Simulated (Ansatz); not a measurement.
Two isomers of CH7BOSi: A = `BO[SiH2]C`, B = `COB[SiH3]`.

Program: Ansatz. Geometries: PBE0-D4/def2-TZVP. ΔE: electronic, gas phase. CBS: MP2 limit from def2 TZ/QZ plus the TZ coupled-cluster correction, frozen cores. Functionals use def2-TZVPP. B3LYP here is the variant with VWN-RPA as its local correlation; programs differ in this. Each species was taken in one conformer, which may not be the lowest.

A:

```xyz
11

B    -0.4817   -2.1302    0.5805
O    -0.7655   -0.8303    0.3865
Si    0.1424    0.5544    0.5427
C     0.2042    1.4171   -1.0986
H     0.6189   -2.4620    0.9412
H    -1.3493   -2.9347    0.3815
H    -0.5302    1.3962    1.5638
H     1.5045    0.1898    1.0175
H     0.7594    2.3550   -1.0130
H     0.6997    0.7965   -1.8487
H    -0.8024    1.6482   -1.4535
```

B:

Z-matrix (Å, degrees):
```
C
O 1 1.416
H 1 1.091 2 108.7
H 1 1.091 2 108.7 3 -118.3
H 1 1.093 2 111.1 3 120.9
B 2 1.341 1 122.5 3 -121.0
Si 6 2.025 2 119.1 1 -179.9
H 6 1.208 2 118.8 1 0.0
H 7 1.492 6 110.0 2 -122.4
H 7 1.492 6 109.9 2 120.3
H 7 1.489 6 113.5 2 -1.0
```

Task: Which is lower in electronic energy at CCSD(T)/CBS, and by how much? (Best estimate.)

Result: The calculation gave: A, by 48.2 kcal/mol.

Task: Give E(B) − E(A) in kcal/mol with B3LYP, MP2/def2-TZVPP, LDA (SPW92), PBE0-D4, B2PLYP, HF/def2-TZVPP, CCSD(T)/def2-SVP. (Best estimate.)

Result: Computed: B3LYP 45.9, MP2/def2-TZVPP 50.6, LDA (SPW92) 41.5, PBE0-D4 44.4, B2PLYP 47.8, HF/def2-TZVPP 50.8, CCSD(T)/def2-SVP 40.7. None reverses the order clearly.

Task: Does the order hold for the free energy at 298.15 K (harmonic terms from PBE0-D4)? (Estimate.)

Result: Ansatz gave: Yes: G(B) − G(A) = +48.1 kcal/mol, for one conformer each. Modes under 60 cm⁻¹, often nearly free rotors, make the harmonic entropy too high.

Largest T1 diagnostic: 0.014.

From r2SCAN to r2SCAN0 (25 % exact exchange), in def2-TZVPP and without D4, E(B) − E(A) moves by +1.3 kcal/mol. Leaving LDA and LC-ωPBE aside and taking each functional with its dispersion term where it has one, the values, not all of them listed here, spread over 7.6 kcal/mol, from revPBE-D4 to BHLYP-D4.
